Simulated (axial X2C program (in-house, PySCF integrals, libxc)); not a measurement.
# Spin–orbit effects down a group: molecules with I, HF

Computed with an in-house all-electron X2C program for linear molecules (integrals from PySCF), spin-free (one-electron X2C) or two-component (2c: spin–orbit coupling with atomic mean-field Coulomb and Gaunt terms, which also bring small scalar terms), in Dyall basis sets with cores contracted in-house; open shells are unrestricted.

Basis sets: C dyall-v3z, Ge dyall-cv3z, I dyall-cv3z, Si dyall-v3z, Sn dyall-cv3z.

```
molecule   spin-free state  Re (Å)  ωe (cm⁻¹)  De (eV)  2c state  Re 2c (Å)  ωe 2c (cm⁻¹)  De 2c (eV)
      CI  M_S = 1/2, Λ = 1   2.058      613.4     0.93   Ω = 1/2      2.057         613.9        0.68
     SiI  M_S = 1/2, Λ = 1   2.483      347.8     1.87   Ω = 1/2      2.483         348.1        1.62
     GeI                 ?       ?          ?        ?         ?          ?             ?           ?
     SnI  M_S = 1/2, Λ = 1   2.758      188.9     1.79   Ω = 1/2      2.761         187.4         n/a
```

Question: Estimate the 2c Re and ωe of GeI as the mean of its neighbours in the table.

Answer: Re ≈ 2.622 Å, ωe ≈ 267.8 cm⁻¹. The HF runs give the row below, so the estimate misses by 0.054 Å and 36.3 cm⁻¹.

| molecule | spin-free state | Re (Å) | ωe (cm⁻¹) | De (eV) | 2c state | Re 2c (Å) | ωe 2c (cm⁻¹) | De 2c (eV) |
| --- | --- | --- | --- | --- | --- | --- | --- | --- |
| GeI | M_S = 1/2, Λ = 1 | 2.567 | 231.7 | 1.76 | Ω = 1/2 | 2.568 | 231.4 | n/a |

Each entry is the lowest single determinant of a limited PBE0 search at one distance. De goes to single-determinant-based atoms at the same level (for ions the charge split of lowest energy) and is withheld (n/a) where an atom does not fit its ground term or J level. Main or longest-lived isotopes. Some light 2c atoms are not at their ground J level, so De misses part of their lowering (0.04 eV or less).
